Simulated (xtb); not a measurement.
xtb input:

```bash
xtb mol.xyz --gfn 1 --sp --chrg 0 --uhf 0
```
mol.xyz:
```
10

C      1.65561035    -0.95225228     0.27757214
Al     0.00331140     0.03353891    -0.01764263
C     -1.79909826    -0.50103967     0.48690969
F      0.14820565     1.50107477    -0.78961725
H      1.49510526    -1.88824640     0.81645232
H      2.14055787    -1.19192106    -0.67333983
H      2.37176788    -0.35337905     0.84743066
H     -2.23670403     0.21812167     1.18559199
H     -1.82820795    -1.48552549     0.95826839
H     -2.45849060    -0.52497677    -0.38538512
```

Q: Predict the final energy.

A: -13.94240 Eh (GFN1-xTB).
